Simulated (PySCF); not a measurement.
**Steps of a relaxation of TlCl3(H2O)**

TlCl3(H2O) (singlet). PySCF 2.14.0, RKS PBE0, Tl def2-SVP with ECP60, Cl def2-SVP, O def2-SVP, H def2-SVP; non-relativistic Hamiltonian with scalar-relativistic core potentials where named; density fitting; no spin-orbit coupling. Origin of the start: template. Columns: position (Å) and force (eV/Å). Energies are counted from the last step; some of the 21 steps are shown. Forces carry noise of the integration grid, about 0.01 to 0.03 eV/Å.

Run from Python with OMP_NUM_THREADS=2. Where DIIS fails, smearing, a level shift and second-order steps follow.
It took 83 s on 2 threads of Arm Neoverse V1, on a shared host, from the converged density of the start.

```xyz
7
step 0  E = 0.555 eV
Tl   -0.0755    0.0755   -0.0755     1.23   -1.25    1.25
Cl    1.3152    1.4662    1.3152    -0.08    0.43   -0.06
Cl   -1.4662   -1.3152    1.3152    -0.41    0.05   -0.05
Cl    1.3152   -1.3152   -1.4662    -0.08    0.06   -0.43
O    -1.3630    1.3630   -1.3630    -1.02    1.04   -1.04
H    -1.7036    2.2481   -1.1592     0.18   -0.13    0.21
H    -1.7036    1.1592   -2.2481     0.18   -0.21    0.13
```

```xyz
7
step 7  E = 0.058 eV
Tl    0.0932   -0.1491    0.1491    -0.07    0.03   -0.03
Cl    1.1200    1.7617    1.1726     0.06    0.10    0.06
Cl   -1.6626   -1.2993    1.2993    -0.06   -0.07    0.07
Cl    1.1200   -1.1726   -1.7617     0.06   -0.06   -0.10
O    -1.3565    1.2446   -1.2446    -0.26    0.34   -0.34
H    -1.4977    2.1933   -1.1029     0.13   -0.22    0.11
H    -1.4977    1.1029   -2.1933     0.13   -0.11    0.22
```

```xyz
7
step 13  E = 0.004 eV
Tl   -0.0578   -0.1461    0.1461     0.09    0.00    0.00
Cl    0.9410    1.8430    1.1000    -0.05   -0.06   -0.06
Cl   -1.5431   -1.4760    1.4760    -0.01    0.01   -0.01
Cl    0.9410   -1.1000   -1.8430    -0.05    0.06    0.06
O    -1.4742    1.2655   -1.2655     0.07    0.18   -0.18
H    -1.2442    2.1954   -1.0998    -0.03   -0.21   -0.02
H    -1.2442    1.0998   -2.1954    -0.03    0.02    0.21
```

Where does the relaxation end?

It converges at step 20 in Cs:
```xyz
7
step 20  E = 0
Tl   -0.0793   -0.1565    0.1565
Cl    0.8837    1.8720    1.0505
Cl   -1.5362   -1.4989    1.4989
Cl    0.8837   -1.0505   -1.8720
O    -1.4765    1.2676   -1.2676
H    -1.1784    2.1697   -1.0782
H    -1.1784    1.0782   -2.1697
```

How did the contacts change?


| contact | start (Å) | end (Å) |
| --- | --- | --- |
| Tl1–Cl2 (Cl) | 2.409 | 2.417 |
| Tl1–Cl3 (Cl) | 2.409 | 2.393 |
| Tl1–Cl4 (Cl) | 2.409 | 2.417 |
| Tl1–O5 (H2O) | 2.230 | 2.451 |
